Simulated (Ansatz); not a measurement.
`[Ag][Ag]` + H₂ → `[AgH]` + `[AgH]` at 600 K and 1 bar (hydrogenolysis of the Ag–Ag bond).

Gas-phase electronic energies from Ansatz, PBE0-D4/def2-TZVP geometries. CCSD(T)/CBS is the MP2 limit (def2-TZVPP, def2-QZVPP) plus CCSD(T) − MP2 in def2-TZVPP, frozen cores. This one scheme is used for every species. def2 core potentials past Kr. For Ag outer-core shells are correlated without core-valence functions, which leaves a few kJ/mol of doubt a bond.

```
   species  CCSD(T)/CBS energy (Eh)  H − E (kJ/mol)  S (J/(mol·K))
`[Ag][Ag]`               -293.86984            22.5          283.8
        H₂                 -1.17544            43.9          150.8
   `[AgH]`               -147.49153            28.4          225.5
   `[AgH]`               -147.49153            28.4          225.5
```

H − E and S are ideal-gas, rigid-rotor, harmonic terms from PBE0-D4/def2-TZVP. The MP2-based limit puts H₂ 0.8 mEh under its directly extrapolated value; such offsets cancel only in part. 1 Eh = 2625.50 kJ/mol, R = 8.31446 J/(mol·K).

By hand: ΔE, ΔH, ΔS and ΔG.

ΔE = (-147.49153) + (-147.49153) − (-293.86984) − (-1.17544) = 0.06222 Eh = 163.4 kJ/mol. Δ(H − E) = 28.4 + 28.4 − 22.5 − 43.9 = -9.6, so ΔH = 153.8 kJ/mol. ΔS = 225.5 + 225.5 − 283.8 − 150.8 = 16.4 J/(mol·K). ΔG = 153.8 − 600 × (16.4)/1000 = 144.0 kJ/mol.

By hand: the equilibrium constant, and the temperature at which ΔG would vanish if ΔH and ΔS stayed fixed.

log₁₀ K = −ΔG/(RT ln 10) = -12.5. ΔG = 0 at ΔH/ΔS = 9378 K, far beyond where these terms or the molecules hold.

ΔH outweighs TΔS. A doubt of 5 kJ/mol in ΔE shifts log₁₀ K by 0.4 here. These are equilibria of isolated gas molecules and say nothing of rates. Largest T1 diagnostic: 0.026 (customary marks: 0.02 for closed shells, 0.045 for open ones).
